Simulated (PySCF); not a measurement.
Predicted microwave data (PBE0/pcSseg-1 in PySCF (dipole) on a GFN2-xTB geometry, gas phase) for one isomer of C7H14OSi:

```
Rotational constants : A = 2032, B = 689.5, C = 542.4 MHz
Dipole components    : |μa| = 0.80 D, |μb| = 0.56 D, |μc| = 0.09 D
Inertial defect      : -50.03 u·Å²
κ                    : -0.80
```

Task: Which candidate fits, each taken in the one conformer that was computed?
A. `[CH2:1]=[CH:2][C@@:3]1([O:4][CH2:5][CH3:6])[SiH2:7][C@@H:8]1[CH3:9]` with C1–C2–C3–O4 176°, C2–C3–O4–C5 71°, C3–O4–C5–C6 169°
B. `[CH3:1][CH2:2][C@@:3]1([SiH3:4])[CH2:5][C@H:6]1[C:7]([CH3:8])=[O:9]` with C1–C2–C3–Si4 61°, C5–C6–C7–C8 -163°
C. `[CH3:1][O:2][CH2:3][CH2:4]/[C:5]([CH3:6])=[C:7]1/[CH2:8][SiH2:9]1` with C1–O2–C3–C4 75°, O2–C3–C4–C5 179°, C3–C4–C5–C6 -74°

Result: C. It is COCC/C(C)=C1/C[SiH2]1, an asymmetric top, point group C1. The candidates at the same level (rigid rotor, commonest isotopes):

```
                       SMILES  A (MHz)  B (MHz)  C (MHz)  μa (D)  μb (D)  μc (D)  Δ (u·Å²)  point group           rotor
        COCC/C(C)=C1/C[SiH2]1     2032    689.5    542.4    0.80    0.56    0.09    -50.03           C1  asymmetric top
CC[C@@]1([SiH3])C[C@H]1C(C)=O     1921    966.5    867.8    1.11    1.20    1.44   -203.69           C1  asymmetric top
 C=C[C@@]1(OCC)[SiH2][C@@H]1C     1619     1046    864.1    0.26    0.10    0.87   -210.51           C1  asymmetric top
```

`C=C[C@@]1(OCC)[SiH2][C@@H]1C` has C 59 % too high; `CC[C@@]1([SiH3])C[C@H]1C(C)=O` has C 60 % too high. No structure here is proved a minimum.
